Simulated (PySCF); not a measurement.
# Fine-structure interval of Tl by level of theory

Tl [Xe] 4f14 5d10 6s2 6p1 [6p1/2^1, M_J = 1/2] → Tl [Xe] 4f14 5d10 6s2 6p1 [6p3/2^1, M_J = 3/2], as a difference of total energies. Computed with PySCF 2.14 in x2c-QZVPPall-2c (16s16p12d7f1g, 182 functions), with the two-component X2C-1e Hamiltonian. Correlated levels: [Kr] 4d10 4f14 frozen; the 58 highest virtual spinors dropped. "Screened" scales the spin-orbit matrix elements by Boettger's factors to mimic the two-electron term; Breit and QED terms are absent.

```tsv
method	fine-structure interval (cm⁻¹)
GHF (screened spin-orbit)	8084.5
GMP2 (screened spin-orbit)	7418.5
GHF (bare spin-orbit)	8269.6
```

For comparison: 7792.7 cm⁻¹ (measured; NIST Handbook of Basic Atomic Spectroscopic Data (Sansonetti and Martin, J. Phys. Chem. Ref. Data 34, 1559 (2005))).
